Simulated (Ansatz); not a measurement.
SinClm: r2SCAN-D4/def2-TZVP single points in Ansatz on relaxed structures, gas phase. Each cluster is the lowest isomer that a short search found in that spin, judged at the geometry's level, and lower ones may exist. HOMO and LUMO are taken over both spins. Binding counts from free atoms in the multiplicity of their measured ground term, without zero-point energy. A dash marks a value that wasn't run or was left out as unsound. The structures are stationary points that may keep the symmetry of their start. Remarks come from the PBE and PBE0 runs and from stability tests at other levels; not every state was tested. HOMO above LUMO (over both spins in singlets and doublets, within one spin in higher multiplets; at PBE or PBE0), or a gap under 0.15 eV within one spin, warns that the state may not be the lowest or that an electron is smeared out.

| species | atoms | state | geometry | HOMO (eV) | LUMO (eV) | gap (eV) | vertical triplet (eV) | binding per atom (eV) | lowest of the spins relaxed | point group (within 0.1 Å) | remarks |
| --- | --- | --- | --- | --- | --- | --- | --- | --- | --- | --- | --- |
| Si4Cl2 | 6 | singlet | B3LYP-D4/def2-SVP | -5.79 | -3.59 | 2.20 | 1.82 | 3.08 | – | Ci | restricted SCF unstable in HF, gap within one spin near zero at PBE or PBE0 (triplet) |
| Si5Cl2 | 7 | singlet | r2SCAN-D4/def2-SVP | -5.70 | -4.02 | 1.68 | 1.22 | 3.24 | – | – | restricted SCF unstable in HF |

(1) Estimate the rows for Si2Cl (doublet, r2SCAN-D4/def2-TZVP geometry).

(1) 
```
species  atoms    state             geometry  HOMO (eV)  LUMO (eV)  gap (eV)  vertical triplet (eV)  binding per atom (eV)  lowest of the spins relaxed  point group (within 0.1 Å)
  Si2Cl      3  doublet  r2SCAN-D4/def2-TZVP      -5.18      -4.43      0.75                      –                   2.37  doublet, of doublet/quartet                         C∞v
```

The gap (eV) runs from 0.75 (Si2Cl) to 2.20 (Si4Cl2). The binding per atom (eV) runs from 2.37 (Si2Cl) to 3.24 (Si5Cl2).
